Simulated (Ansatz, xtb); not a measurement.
# Two conformers of C2H7ISi

Structure X: `CC[SiH2]I`, a singlet. Structure Y: `CC[SiH2]I`, a singlet. Both are isolated molecules in the gas phase, relaxed with PBE-D3(BJ)/def2-SVP.

X (Å):

| atom | x (Å) | y (Å) | z (Å) |
| --- | --- | --- | --- |
| C | 0.1654 | -1.3767 | 0.7848 |
| C | 0.1385 | 0.0594 | 0.2408 |
| I | 0.8030 | 2.5520 | -2.2629 |
| Si | 0.9001 | 0.2026 | -1.4840 |
| H | -0.4014 | -2.0747 | 0.1343 |
| H | 1.2007 | -1.7678 | 0.8660 |
| H | -0.2862 | -1.4321 | 1.7966 |
| H | 0.6899 | 0.7540 | 0.9101 |
| H | -0.9005 | 0.4487 | 0.1827 |
| H | 2.3457 | -0.2113 | -1.4806 |
| H | 0.1522 | -0.6347 | -2.4843 |

Y (Å):

```xyz
11

C    -0.4445    0.3548    0.5989
C     0.8405   -0.2186   -0.0088
I     0.7329    2.1127   -2.7441
Si    0.9070   -0.2119   -1.8977
H    -0.5876    1.4157    0.3085
H    -1.3417   -0.2036    0.2612
H    -0.4227    0.3111    1.7069
H     0.9863   -1.2817    0.2911
H     1.7365    0.3280    0.3569
H     2.2052   -0.7752   -2.4027
H    -0.2417   -0.9789   -2.4922
```

Estimate E(Y) − E(X) at the level CCSD(T)/def2-SVP + ΔMP2/def2-TZVPP.

Too close to call at this level: CCSD(T)/def2-SVP + ΔMP2/def2-TZVPP gives E(Y) − E(X) = −0.014 eV.

How the difference moves with the method:

```tsv
level	geometry	E(Y) − E(X) (eV)	departure from the last row (eV)	job, with rough time for the two
PBE-D3(BJ)/def2-SVP	PBE-D3(BJ)/def2-SVP	−0.022	−0.008	optimisation, 26 s
HF/def2-SVP	PBE-D3(BJ)/def2-SVP	−0.005	+0.009	part of the CCSD(T) run
MP2/def2-SVP	PBE-D3(BJ)/def2-SVP	−0.019	−0.005	part of the CCSD(T) run
CCSD(T)/def2-SVP	PBE-D3(BJ)/def2-SVP	−0.017	−0.003	single point
CCSD(T)/def2-SVP + ΔMP2/def2-TZVPP	PBE-D3(BJ)/def2-SVP	−0.014		single point, 44 s
```

The largest departure from CCSD(T)/def2-SVP + ΔMP2/def2-TZVPP is that of HF/def2-SVP, 0.009 eV. Levels run at GFN2-xTB geometries aren't shown. The last row adds to CCSD(T) the change of the MP2 difference between the two basis sets, here +0.003 eV.

With harmonic frequencies from PBE-D3(BJ)/def2-SVP (ideal gas, rigid rotor, one conformer each, 298.15 K, 1 atm): on the last row, ΔE + ΔZPE = −0.012, ΔH = −0.015, ΔG = −0.007 eV.

The correlated steps freeze 11 core orbitals; the filled d shell of I is correlated, in a basis made for valence electrons. Atoms past krypton carry core potentials in the def2 sets and no spin–orbit term is included. Mirror images aren't counted in ΔG. Codes used: Ansatz 0.2.0; the last row on 2 threads of Arm Neoverse V1 on a shared host.
